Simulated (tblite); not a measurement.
Parent: `[CH:1]#[C:2][C:3]#[C:4][CH2:5][Si@H:6]([PH2:7])[O:8][CH3:9]` with C4–C5–Si6–P7 164°, C5–Si6–P7–H 67° and 160°, C5–Si6–O8–C9 -59°, C6H9OPSi.

Computed geometry: GFN2-xTB, gas phase. One conformer each, not checked by frequencies here.

| coordinate of the parent | value |
| --- | --- |
| C1≡C2 | 1.205 Å |
| C2–C3 | 1.358 Å |
| C3≡C4 | 1.208 Å |
| C4–C5 | 1.434 Å |
| C5–Si6 | 1.928 Å |
| Si6–P7 | 2.232 Å |
| Si6–O8 | 1.619 Å |
| O8–C9 | 1.400 Å |
| C1–C2–C3 | 179.5° |
| C2–C3–C4 | 178.8° |
| C3–C4–C5 | 177.1° |
| C4–C5–Si6 | 111.2° |
| C5–Si6–P7 | 107.9° |
| C5–Si6–O8 | 113.3° |
| P7–Si6–O8 | 99.7° |
| Si6–O8–C9 | 129.0° |

Q: How does the shared frame change in `[CH:1]#[C:2][C:3]#[C:4][CH2:5][Si@@H:6]([PH2:7])[CH2:8][O:9][CH3:10]` with C4–C5–Si6–P7 -149°, C5–Si6–P7–H -172° and -79°, C5–Si6–C8–O9 -113°, Si6–C8–O9–C10 177°, C7H11OPSi? Atoms pair as C1 = C1, C2 = C2, C3 = C3, C4 = C4, C5 = C5, Si6 = Si6, P7 = P7 (parent first).

A: 
| parent | relative | value in the relative | change |
| --- | --- | --- | --- |
| C1≡C2 | C1≡C2 | 1.205 Å | 0.000 |
| C2–C3 | C2–C3 | 1.358 Å | 0.000 |
| C3≡C4 | C3≡C4 | 1.208 Å | 0.000 |
| C4–C5 | C4–C5 | 1.434 Å | 0.000 |
| C5–Si6 | C5–Si6 | 1.926 Å | -0.002 |
| Si6–P7 | Si6–P7 | 2.230 Å | -0.002 |
| C1–C2–C3 | C1–C2–C3 | 179.3° | -0.2 |
| C2–C3–C4 | C2–C3–C4 | 178.8° | 0.0 |
| C3–C4–C5 | C3–C4–C5 | 177.8° | +0.7 |
| C4–C5–Si6 | C4–C5–Si6 | 111.9° | +0.7 |
| C5–Si6–P7 | C5–Si6–P7 | 108.2° | +0.3 |

No shared bond changes by more than 0.004 Å. Bonds of the relative outside the shared frame: Si6–C8 1.917, C8–O9 1.414, O9–C10 1.402 Å. Point group C1 → C1.

Q: How does the shared frame change in `[CH:1]#[C:2][C:3]#[C:4][CH2:5][CH2:6][Si@@H:7]([PH2:8])[O:9][CH3:10]` with C4–C5–C6–Si7 180°, C5–C6–Si7–P8 56°, C6–Si7–P8–H -75° and -168°, C6–Si7–O9–C10 -164°, C7H11OPSi? Atoms pair as C1 = C2, C2 = C3, C3 = C4, C4 = C5, C5 = C6, Si6 = Si7, P7 = P8, O8 = O9, C9 = C10 (parent first).

A: 
```json
{"parent": "C1≡C2", "relative": "C2–C3", "value in the relative": "1.359 Å", "change": "+0.154"}
{"parent": "C2–C3", "relative": "C3≡C4", "value in the relative": "1.207 Å", "change": "-0.151"}
{"parent": "C3≡C4", "relative": "C4–C5", "value in the relative": "1.444 Å", "change": "+0.236"}
{"parent": "C4–C5", "relative": "C5–C6", "value in the relative": "1.529 Å", "change": "+0.095"}
{"parent": "C5–Si6", "relative": "C6–Si7", "value in the relative": "1.895 Å", "change": "-0.033"}
{"parent": "Si6–P7", "relative": "Si7–P8", "value in the relative": "2.254 Å", "change": "+0.022"}
{"parent": "Si6–O8", "relative": "Si7–O9", "value in the relative": "1.623 Å", "change": "+0.004"}
{"parent": "O8–C9", "relative": "O9–C10", "value in the relative": "1.395 Å", "change": "-0.005"}
{"parent": "C1–C2–C3", "relative": "C2–C3–C4", "value in the relative": "179.1°", "change": "-0.4"}
{"parent": "C2–C3–C4", "relative": "C3–C4–C5", "value in the relative": "177.9°", "change": "-0.9"}
{"parent": "C3–C4–C5", "relative": "C4–C5–C6", "value in the relative": "111.5°", "change": "-65.6"}
{"parent": "C4–C5–Si6", "relative": "C5–C6–Si7", "value in the relative": "111.2°", "change": "0.0"}
{"parent": "C5–Si6–P7", "relative": "C6–Si7–P8", "value in the relative": "110.2°", "change": "+2.3"}
{"parent": "C5–Si6–O8", "relative": "C6–Si7–O9", "value in the relative": "103.6°", "change": "-9.7"}
{"parent": "P7–Si6–O8", "relative": "P8–Si7–O9", "value in the relative": "109.3°", "change": "+9.6"}
{"parent": "Si6–O8–C9", "relative": "Si7–O9–C10", "value in the relative": "127.3°", "change": "-1.7"}
```

Of the parent's bonds, C3–C4 changes most (+0.236 Å). Bonds of the relative outside the shared frame: C1≡C2 1.204 Å. Point group C1 → C1.
